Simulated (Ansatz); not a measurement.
One geometry of the cluster Li₃Cl₂, several levels of theory.

```yaml
crystal:
  periodic: [false, false, false]
  atoms:
    - {symbol: Li, position_ang: [1.596132, 1.316442, -0.024045]}
    - {symbol: Li, position_ang: [-1.445750, 1.479383, 0.048503]}
    - {symbol: Li, position_ang: [-0.075185, -1.397934, -0.012061]}
    - {symbol: Cl, position_ang: [-2.099052, -0.588518, 0.043179]}
    - {symbol: Cl, position_ang: [2.023855, -0.809383, -0.055566]}
basis:
  gaussian: {orbitals: def2-TZVP, initial_orbitals: start.molden}
magnetization: {spin_polarized: true, initial_magnetization: 1}
hamiltonian: {xc: r2scan, dispersion: d4}
scf: {omitted_lower_state_checks: [starts]}
output: {orbitals: {seedname: orbitals}}
```

The file start.molden holds the orbitals of an earlier run on this structure, at another level or in another basis.

```sh
$ ansatz run in.yaml --threads 4 --pin off --events-out ev --progress --plain --max-ram 3916MiB
```

Shortened log:

```
Functional definition: r2SCAN
899 factors; their error is unknown
mean field evaluation 1: about -25663.8199 eV, gradient 6.2e0 eV
mean field evaluation 2: about -25663.8415 eV, gradient 3.8e-2 eV
mean field evaluation 4: about -25663.8351 eV, gradient 7.2e-5 eV
mean field -25663.83509404 eV, -943.1285441337 hartree, gradient 1.0e-5 eV, S^2 0.750302; 0 other end points of the search recorded, 0 dependent functions left out
reference -25663.83513480 eV, -943.1285456315 hartree; 22, 21 occupied and 94, 95 virtual orbitals, 899 factors
Total energy: -25663.85518967 eV, -943.1292826345 hartree
Checks for a lower state left out: starts
```

It took 3.2 s on 4 threads of Arm Neoverse V1 on a shared host.

As the first input, with `gaussian: {orbitals: def2-SVP, initial_orbitals: start.molden}`, `hamiltonian: {xc: pbe, dispersion: d4}` (abridged; 0.9 s):

```
Functional definition: PBE
mean field -25644.66499780 eV, -942.4240560910 hartree, gradient 1.0e-5 eV, S^2 0.750307
Total energy: -25644.75092681 eV, -942.4272139239 hartree
Checks for a lower state left out: starts
```

As the first input, with `hamiltonian: {xc: {name: BHLYP}, dispersion: d4}` (abridged; 1.6 s):

```
Functional definition: BHLYP
mean field -25665.92639596 eV, -943.2053980616 hartree, gradient 1.2e-5 eV, S^2 0.750140
Total energy: -25666.06060419 eV, -943.2103301232 hartree
Checks for a lower state left out: starts
```

As the first input, with `hamiltonian: {xc: pbe, dispersion: d4}` (abridged; 1.2 s):

```
Functional definition: PBE
mean field -25653.61022338 eV, -942.7527870677 hartree, gradient 1.5e-5 eV, S^2 0.750224
Total energy: -25653.69614557 eV, -942.7559446500 hartree
Checks for a lower state left out: starts
```

First input, but with `hamiltonian: {xc: pbe0, dispersion: d4}` and without the key `scf` (abridged; 2.4 s):

```
Functional definition: PBE0
mean field evaluation 16: about -25655.9938 eV, gradient 1.6e-1 eV
mean field -25656.06931044 eV, -942.8431568502 hartree, gradient 2.3e-5 eV, S^2 0.750165; 1 other end points of the search recorded, 0 dependent functions left out
Total energy: -25656.14464419 eV, -942.8459253145 hartree
```

As the first input, with `gaussian: {orbitals: STO-3G}`, `hamiltonian: {xc: hf}` (abridged; 0.1 s):

```
Functional definition: HF
mean field -25346.56449556 eV, -931.4690646932 hartree, gradient 2.9e-5 eV, S^2 0.750456
Total energy: -25346.56449556 eV, -931.4690646932 hartree
Checks for a lower state left out: starts
```

As the first input, with `gaussian: {orbitals: def2-TZVPP, initial_orbitals: start.molden}`, `correlation: {method: ccsd_t}`, `scf: {omitted_lower_state_checks: [starts, cluster_reference]}` and without the key `hamiltonian` (abridged; 31 s):

```
Functional definition: HF
mean field -25622.64065409 eV, -941.6146763881 hartree, gradient 2.2e-6 eV, S^2 0.750254
10 core orbitals not correlated: weight in the atoms' cores, before any rotation towards them, 1.000 or more for the frozen orbitals, at most 0.000 for the correlated occupied ones
second order -13.65746743 eV of doubles, -0.00000000 eV of singles
cycle   1  -14.63962654 eV  change   -9.8e-1 eV  update   5.4e-2
cycle   2  -14.91355566 eV  change   -2.7e-1 eV  update   1.6e-2
cycle   3  -14.92975029 eV  change   -1.6e-2 eV  update   6.0e-3
cycle   4  -14.92260821 eV  change    7.1e-3 eV  update   2.5e-3
cycle   5  -14.92210751 eV  change    5.0e-4 eV  update   8.8e-4
cycle   6  -14.92230027 eV  change   -1.9e-4 eV  update   3.1e-4
cycle   7  -14.92229236 eV  change    7.9e-6 eV  update   1.1e-4
cycle   8  -14.92228630 eV  change    6.1e-6 eV  update   4.4e-5
cycle   9  -14.92228789 eV  change   -1.6e-6 eV  update   1.7e-5
perturbative correction -0.47202775 eV, -0.0173467000 hartree
Total energy: -25638.03496973 eV, -942.1804070534 hartree
Checks for a lower state left out: starts, cluster_reference
```

Geometry: PBE0-D4/def2-TZVP.

Correlated methods freeze 10 core orbitals; core or outer-core shells of Li are correlated, in sets that lack core-valence functions. The structure comes from a short search, and lower isomers may exist.
